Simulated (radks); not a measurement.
The numbers below are computed, except where a source is named.
Task: All-electron atom: Tl8+ in [Xe] 4f14 5d5. Code: a radial shooting solver on a logarithmic mesh with Libxc functionals. Model: Dirac Kohn-Sham, PBE, spin-unpolarised, spherical densities, point nucleus; open shells are shared between the two j in proportion to 2j + 1. Some entries of the table are withheld. Estimate them.

orbital  occ.  eigenvalue (eV)  <r> (bohr)
1s1/2       2              (1)     0.01631
2s1/2       2        -15335.82     0.06805
2p1/2       2              (2)     0.05589
2p3/2       4              (3)     0.06468
3s1/2       2        -3756.195      0.1769
3p1/2       2        -3480.709      0.1674
3p3/2       4        -3021.281      0.1835
3d3/2       4        -2568.025      0.1595
3d5/2       6        -2469.918      0.1644
4s1/2       2        -935.7540      0.3913
4p1/2       2              (4)      0.3929
4p3/2       4              (5)      0.4272
4d3/2       4              (6)      0.4328
4d5/2       6              (7)      0.4439
5s1/2       2        -252.1615      0.8612
4f5/2       6        -241.4839      0.4617
4f7/2       8        -236.8474      0.4679
5p1/2       2        -211.2668      0.9131
5p3/2       4        -189.2886      0.9904
5d3/2       2              (8)       1.156
5d5/2       3              (9)       1.182

Result: 
(1) 1s1/2 eigenvalue (eV): -85618.11
(2) 2p1/2 eigenvalue (eV): -14723.45
(3) 2p3/2 eigenvalue (eV): -12657.40
(4) 4p1/2 eigenvalue (eV): -817.1215
(5) 4p3/2 eigenvalue (eV): -705.3200
(6) 4d3/2 eigenvalue (eV): -512.0377
(7) 4d5/2 eigenvalue (eV): -491.1601
(8) 5d3/2 eigenvalue (eV): -129.8233
(9) 5d5/2 eigenvalue (eV): -126.6866
